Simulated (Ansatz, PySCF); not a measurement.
Breaking the Ge1–H2 bond in FGeH (SMILES [F][GeH]) (multiplicity 1 held, fragments rigid). Energies count from the point at 1.615 Å.
Geometry at that point (charge 0, multiplicity 1):
```xyz
3

Ge    -0.11370    -0.22691     0.28077
H     -0.98452    -1.05346    -0.79918
F      0.51367     0.92383    -0.90949
```

R- and RO- levels are restricted; in cc, def2 and unpolarised 6-31G sets they are followed outwards from rest. U- levels take the lowest unrestricted solution at each point, which mixes spins at long bonds. Levels need not reach the same state.

Cores are frozen in the correlated methods. Filled d and f shells under p-block atoms count as core. Rows in 3-21G carry no dispersion term and start afresh at each structure; the Pople sets are all-electron and without relativity.

Run with Ansatz (a program for electronic structure); PySCF for 3-21G rows. Each number belongs to the level named beside it.

Question: What is the computed energy at R = 5.168 Å (U-SCS-MP2/cc-pVTZ)?

Answer: 290 kJ/mol

Question: Estimate the energy at R = 5.168 Å that R-HF/3-21G returns for this input.

Answer: 636 kJ/mol

Question: Predict the energy at R = 5.168 Å from R-wB97X-V/cc-pVTZ.

Answer: 548 kJ/mol

Doubts at one or more of the structures used: a restricted determinant that unrestricted orbitals would lower (R-HF/3-21G, R-wB97X-V/cc-pVTZ); a spin-contaminated determinant (U-SCS-MP2/cc-pVTZ).
